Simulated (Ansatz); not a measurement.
Start from `[SiH3][GeH3]` and change one atom or group to get `F[SiH2][GeH3]`.

Ansatz, PBE0-D4/def2-TZVP geometries, multiplicity 1. 

Scalar relativity is left out up to krypton.

| property | `[SiH3][GeH3]` |
| --- | --- |
| HOMO energy (PBE0/def2-TZVPP) / eV | -8.30 |
| zero-point energy (PBE0-D4/def2-TZVP) / kJ/mol | 124.6 |
| LUMO energy (B3LYP/def2-TZVPP) / eV | 0.09 |
| HOMO–LUMO gap (B3LYP/def2-TZVPP) / eV | 8.18 |
| LUMO energy (PBE/def2-TZVPP) / eV | -0.47 |
| HOMO–LUMO gap (ωB97M-V/def2-TZVPP) / eV | 12.28 |

What does the change do to each property? (An estimate is asked.)

Ansatz gave: 
```json
{"property": "HOMO energy (PBE0/def2-TZVPP) / eV", "`F[SiH2][GeH3]`": "-8.33", "shift": "-0.03"}
{"property": "zero-point energy (PBE0-D4/def2-TZVP) / kJ/mol", "`F[SiH2][GeH3]`": "112.9", "shift": "-11.7"}
{"property": "LUMO energy (B3LYP/def2-TZVPP) / eV", "`F[SiH2][GeH3]`": "-0.73", "shift": "-0.82"}
{"property": "HOMO–LUMO gap (B3LYP/def2-TZVPP) / eV", "`F[SiH2][GeH3]`": "7.41", "shift": "-0.77"}
{"property": "LUMO energy (PBE/def2-TZVPP) / eV", "`F[SiH2][GeH3]`": "-1.38", "shift": "-0.91"}
{"property": "HOMO–LUMO gap (ωB97M-V/def2-TZVPP) / eV", "`F[SiH2][GeH3]`": "11.63", "shift": "-0.65"}
```

B3LYP here is the variant with VWN-RPA as its local correlation; programs differ in this.
